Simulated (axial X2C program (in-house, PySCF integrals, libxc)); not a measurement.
Spectroscopic constants of WH⁻

Computed with an in-house all-electron X2C program for linear molecules (integrals from PySCF). Spin-free means the one-electron spin-free X2C Hamiltonian; two-component (2c) means X2C with spin–orbit coupling and atomic mean-field two-electron Coulomb and Gaunt terms, so the difference of the two also holds small scalar two-electron terms. Basis: W dyall-acv3z [14s15p10d7f4g], H dyall-av3z [7s3p2d] (cores contracted in-house); Gaussian nuclei, density fitting, unrestricted open shells. Masses: W 183.951 u, H 1.008 u.

Input:
```json
{"zs": [74, 1], "q": -1, "bas": ["dyall-acv3z", "dyall-av3z"], "levels": ["PBE0", "HF", "BHandHLYP"], "cc": true, "r0": 1.69, "thr": -1.0, "nmax": 90, "npts": 10, "nst": 2, "ntry": 6}
```
```bash
python so2c.py task.json out
```

Keys: zs atomic numbers; q charge; bas basis sets; levels methods; cc coupled cluster on or off; r0 starting distance in Å; thr threshold in hartree for freezing inner shells (an s shell follows its p shell); nmax most natural virtual spinors; npts points on the curve; nst determinants followed; ntry starts of the search. HF also brings MP2.

State, spin-free: M_S = 2, Λ = 0 (beyond evenly filled blocks: π+α, π-α, δ+α, δ-α); electrons by block: σα: 14, σβ: 14, π+α: 8, π+β: 7, π-α: 8, π-β: 7, δ+α: 4, δ+β: 3, δ-α: 4, δ-β: 3, φ+α: 1, φ+β: 1, φ-α: 1, φ-β: 1. Fragments: W- + H.

State, 2c: Ω = 2 (⟨Sz⟩ = 1.98, ⟨Lz⟩ = 0.02 at PBE0); electrons by block: 1/2: 21, -1/2: 22, 3/2: 11, -3/2: 11, 5/2: 5, -5/2: 4, 7/2: 1, -7/2: 1. Fragments: W- + H.

```tsv
Hamiltonian	level	Re (Å)	ωe (cm⁻¹)	ωexe (cm⁻¹)	Be (cm⁻¹)	De (eV)	D0 (eV)	μ (D)
spin-free	PBE0	1.740	1732.7	35.3	5.556	2.64	2.53	2.48
spin-free	HF	1.784	1676.5	33.1	5.287	1.90	1.80	7.54
spin-free	CCSD	1.783	1657.6	n/a	5.29	2.61	2.51	n/a
spin-free	CCSD(T)	1.784	1654.1	n/a	5.285	2.60	2.50	n/a
spin-free	BHandHLYP	1.755	1694.8	34.5	5.46	2.72	2.62	1.52
2c	PBE0	1.738	1731.3	34.9	5.571	2.64	2.54	2.47
2c	BHandHLYP	1.753	1693.5	34.1	5.471	2.73	2.62	1.49
```

Correlated methods: 8 electrons correlated (number of frozen shells: W 5 s, 4 p, 2 d, 1 f; H none), 282 virtual spin orbitals or spinors in MP2, 90 natural virtuals in coupled cluster.

Dipoles are positive if H is the positive end and refer to the centre of mass.

Occupations by symmetry block were frozen at the best pattern of an incomplete PBE0 search. De is counted from the lowest determinant-based energies of the atoms at the same level, without counterpoise correction. Density functionals use the spin component along the axis (collinear). CCSD and (T) use frozen natural virtuals with an MP2 correction for the truncation; (T) itself is uncorrected, so its De runs slightly low. The highest occupied level is positive at some bond lengths even in Hartree–Fock (under at least one Hamiltonian), so the basis set holds the extra electron there; where that holds at Re the anion is at best weakly bound and its constants depend on the basis. PBE0 can misorder states that lie within some tenths of an eV, so this need not be the ground state of the molecule. The nearest other spin-free determinant of the search, M_S = 3, Λ = 0, lies 0.20 eV up at the distance of the search. Without a current term, density functionals place determinants with orbital angular momentum somewhat too high. With several unpaired electrons one determinant need not be a pure state. Open-shell Ω = 0 determinants with evenly filled partner blocks cannot be reached by this program, so the Ω shown need not be the lowest component. The determinant is spin-polarised beyond a pure state at some levels (its spin-free form has ⟨S²⟩ too high), which makes Re and μ there less reliable. The T1 diagnostic is large, a sign of multireference character. With the outer-core shells frozen, correlated bond lengths of heavy atoms tend to come out a few hundredths of an ångström too long. Hartree–Fock gets electron affinities wrong, so its lowest charge split need not be the true one.

No reliable constants came from CCSD (2c), CCSD(T) (2c), HF (2c), MP2 (2c), MP2 (spin-free): no minimum in range, unconverged points, a curve that is not smooth, a change of character along it, or the two Hamiltonians disagreeing along it.

Rough cost a point (2c) on 1 thread(s) of a shared host, integrals apart: PBE0 0.9 s, BHandHLYP 1.1 s.

The whole task took 3.4 min on 1 thread of AMD EPYC 9R45 96-Core Processor (Zen 5), with other jobs on the host.
